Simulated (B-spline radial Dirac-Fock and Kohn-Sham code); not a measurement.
## What relativity does to the binding energies of Tb⁵⁺

System: terbium as Tb⁵⁺, [Kr] 4d10 4f7 5s2 5p5.

Both columns are ΔSCF binding energies of the configuration average from a radial atomic solver: non-relativistic Hartree-Fock with a point nucleus, and Dirac-Fock with a finite nucleus and the Coulomb interaction alone, averaged over the two j levels with weights 2j+1.

```
shell  Hartree-Fock (eV)  Dirac-Fock (eV)  shift (eV)  shift (%)
   1s            49102.5          52300.1    +3197.55      +6.51
   2s             7994.8           8820.1     +825.33     +10.32
   2p             7596.8           7860.6     +263.82      +3.47
   3s             1859.1           2053.9     +194.82     +10.48
   3p             1680.5           1749.7      +69.20      +4.12
   3d             1351.7           1336.9      -14.79      -1.09
   4s              439.9            485.8      +45.94     +10.44
   4d              238.2            234.3       -3.92      -1.65
   4f              84.60            78.96       -5.64      -6.67
   5s              110.4            118.4       +7.97      +7.22
   5p              87.57            89.46       +1.89      +2.16
```

Relativity binds 1s, 2s, 2p, 3s, 3p, 4s, 5s, 5p more strongly, among those listed most of all 3s in relative terms, and 3d, 4d, 4f more weakly, because the contracted s and p shells screen the nucleus better.

Values without a named source are computed, but for edge energies of neutral atoms, which are taken from tables.
